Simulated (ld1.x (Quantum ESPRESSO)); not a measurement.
What the settings do to the TM potential of Al

Base potential:

aluminium, norm-conserving Troullier–Martins (Kleinman–Bylander form), made with ld1.x (Quantum ESPRESSO) 7.5 (PBE, scalar-relativistic). Core [He], reference 2s2 2p6 3s2 3p1. Waves: 2s (bound): rc 0.70 bohr; 2p (bound): rc 0.65 bohr. Local part: all-electron potential smoothed inside 0.60 bohr (lloc = -1). Core correction: Bessel-smoothed model core, default radius (core density twice the valence density).

Occupied shells without a wave of their own: 3p, 3s. They enter only through the test configuration that unscreens the potential, and ld1.x also counts them in the model core charge.

All-electron outer shells of the reference configuration (PBE, scalar-relativistic, ld1.x):

```csv
shell,level (eV),outermost node (bohr),outermost maximum (bohr)
1s,-1511.14,–,0.08
2s,-108.17,0.16,0.50
2p,-69.64,–,0.43
3s,-7.75,0.80,2.09
3p,-2.71,0.82,2.64
```

Cutoffs, loose and tight: the cutoffs (Ry, on a coarse ladder) from which the occupation-weighted sum of valence levels, in a spherical-Bessel basis at the reference potential, stays within 10 and 1 mRy of its value at 400 Ry. They do not see the model core or the augmentation charge, which bear on the density cutoff. Test errors are all-electron minus pseudo excitation energies from the reference, over the configurations 2s2 2p6 3s2 3p0; 2s2 2p6 3s1 3p0; 2s2 2p6 3s0 3p0; 2s1 2p6 3s2 3p1; 2s2 2p6 3s1 3p1; 2s2 2p5 3s2 3p1; 2s2 2p6 3s1 3p2. A dash means not determined; rows that change the core or the reference have their own tests.

With those shells counted twice in exchange and correlation these files are broken, and their errors move erratically; no question is asked of them.

Cutoffs are not given where the Bessel-basis levels miss the radial ones by over 6 mRy, ghosts where they miss by over 20 mRy; a channel whose overlap is not positive is not tested.

| change | outcome | cutoff, loose | cutoff, tight | bound ghosts | largest test error (meV) |
| --- | --- | --- | --- | --- | --- |
| base | generated | over 300 Ry | over 300 Ry | none | -2000 |
| all radii but the core radius scaled by about 0.74 (s 0.52, p 0.48 bohr); local potential all-electron potential smoothed inside 0.44 bohr (lloc = -1) | generated | – | – | none | -1958 |
| all radii but the core radius scaled by about 0.81 (s 0.58, p 0.52 bohr); local potential all-electron potential smoothed inside 0.48 bohr (lloc = -1) | generated | over 300 Ry | over 300 Ry | none | -1975 |
| all radii but the core radius scaled by about 0.89 (s 0.62, p 0.58 bohr); local potential all-electron potential smoothed inside 0.52 bohr (lloc = -1) | generated | over 300 Ry | over 300 Ry | none | -1979 |
| all radii but the core radius scaled by about 0.95 (s 0.66, p 0.62 bohr); local potential all-electron potential smoothed inside 0.58 bohr (lloc = -1) | generated | over 300 Ry | over 300 Ry | none | -1985 |
| all radii but the core radius scaled by about 1.04 (s 0.72, p 0.68 bohr); local potential all-electron potential smoothed inside 0.62 bohr (lloc = -1) | generated | 300 Ry | over 300 Ry | none | -2000 |
| all radii but the core radius scaled by about 1.11 (s 0.78, p 0.72 bohr); local potential all-electron potential smoothed inside 0.66 bohr (lloc = -1) | generated | 300 Ry | over 300 Ry | none | -2030 |
| all radii but the core radius scaled by about 1.17 (s 0.82, p 0.76 bohr); local potential all-electron potential smoothed inside 0.70 bohr (lloc = -1) | generated | 260 Ry | over 300 Ry | none | -2025 |
| all radii but the core radius scaled by about 1.26 (s 0.88, p 0.82 bohr); local potential all-electron potential smoothed inside 0.76 bohr (lloc = -1) | generated | 230 Ry | over 300 Ry | none | -1931 |
| all radii but the core radius scaled by about 1.29 (s 0.90, p 0.84 bohr); local potential all-electron potential smoothed inside 0.78 bohr (lloc = -1) | generated | 230 Ry | over 300 Ry | none | -1899 |
| all radii but the core radius scaled by about 1.39 (s 0.98, p 0.90 bohr); local potential all-electron potential smoothed inside 0.84 bohr (lloc = -1) | generated | 200 Ry | over 300 Ry | none | -1728 |

Reading the sweep of the scale of all radii but the core radius (base = 1) (base included, trends over the rows without a ghost): The loose cutoff falls from 300 Ry at 1.04 to 200 Ry at 1.39. A larger radius leaves more room for a smooth pseudo-wave, so fewer plane waves are needed; a smaller one forces it to follow the all-electron wave where it bends sharply. The median size of the test errors (rows with all tests solved) is not monotonic: lowest 111.2 meV at 1.39, highest 186.1 meV at 1.17.
